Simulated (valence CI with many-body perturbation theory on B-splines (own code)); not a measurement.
Values are calculated unless marked as measured or tabulated.
Level structure of I14+

Method: valence CI with perturbative core correlation (CI+MBPT): three valence electrons over a frozen Dirac-Fock core [Kr], a basis of 7 s, 7 p, 8 d, 6 f, 4 g, 1 h functions for each j, with the one-electron correlation potential Σ1 (screened to all orders), the two-electron term Σ2, the three-electron term Σ3, Breit, model QED; selected single and double excitations, second order for the rest, scaled by the run's own slope (own B-spline code, finite nucleus).

No measured spectrum was set against this ion. As an estimate, terms of the open shell hold to 2 to 4 % of their energy, and close levels can change places. Only levels of the ground parity were solved; by the run's estimate the other parity begins above the list, which can be wrong where configurations are misplaced.

Levels 1 to 19 of 19, with energies above the lowest level, 4d3 4F_3/2. "Leading %" is the weight of the configuration and term that name the level; weights of strongly mixed levels are sums over their largest components and can fall short, so below about 35 % the name and the second component can differ from the true leading terms, or belong to a minority configuration. In the jj column 3d3/2^4 stands for four electrons in 3d with j = 3/2.

| No. | Configuration | Term | J | E (cm⁻¹) | Leading % | Leading jj | g |
| --- | --- | --- | --- | --- | --- | --- | --- |
| 1 | 4d3 | 4F | 3/2 | 0.0 | 86 | 4d3/2^3 (68 %) | 0.463 |
| 2 | 4d3 | 4F | 5/2 | 9767 | 96 | 4d3/2^2 4d5/2 (90 %) | 1.035 |
| 3 | 4d3 | 4F | 7/2 | 18219 | 89 | 4d3/2^2 4d5/2 (50 %) | 1.202 |
| 4 | 4d3 | 4F | 9/2 | 24361 | 66 | 4d3/2^2 4d5/2 (56 %) | 1.242 |
| 5 | 4d3 | 4P | 3/2 | 27072 | 53 | 4d3/2^2 4d5/2 (77 %) | 1.440 |
| 6 | 4d3 | 4P | 1/2 | 30583 | 76 | 4d3/2^2 4d5/2 (94 %) | 2.202 |
| 7 | 4d3 | 2G | 7/2 | 39872 | 86 | 4d3/2 4d5/2^2 (64 %) | 0.932 |
| 8 | 4d3 | 2H | 9/2 | 41160 | 58 | 4d3/2^2 4d5/2 (43 %) | 1.051 |
| 9 | 4d3 | 4P | 5/2 | 43032 | 92 | 4d3/2 4d5/2^2 (61 %) | 1.566 |
| 10 | 4d3 | 2D | 3/2 | 49301 | 48 | 4d3/2 4d5/2^2 (92 %) | 1.167 |
| 11 | 4d3 | 2P | 1/2 | 52559 | 76 | 4d3/2 4d5/2^2 (94 %) | 1.133 |
| 12 | 4d3 | 2H | 11/2 | 55728 | 100 | 4d3/2 4d5/2^2 (100 %) | 1.090 |
| 13 | 4d3 | 2D | 5/2 | 60943 | 92 | 4d3/2 4d5/2^2 (66 %) | 1.206 |
| 14 | 4d3 | 2G | 9/2 | 63067 | 57 | 4d5/2^3 (75 %) | 1.058 |
| 15 | 4d3 | 2P | 3/2 | 71604 | 58 | 4d5/2^3 (85 %) | 1.187 |
| 16 | 4d3 | 2F | 5/2 | 72258 | 88 | 4d3/2 4d5/2^2 (51 %) | 0.899 |
| 17 | 4d3 | 2F | 7/2 | 72904 | 95 | 4d3/2 4d5/2^2 (86 %) | 1.132 |
| 18 | 4d3 | 2D | 3/2 | 109590 | 99 | 4d3/2 4d5/2^2 (84 %) | 0.803 |
| 19 | 4d3 | 2D | 5/2 | 110960 | 87 | 4d5/2^3 (63 %) | 1.175 |

Names give the largest LS component (configuration and term), which can be under half, so a name can repeat, a term be missing and a line seem to break the LS rules; names also repeat where a configuration has a term twice.

The ionisation energy to 4d2 3F_2 of the next ion comes out as 336.34 eV (NIST: 335 ± 3 eV (theoretical)). All 19 levels together are meant to be complete up to 115390 cm⁻¹.
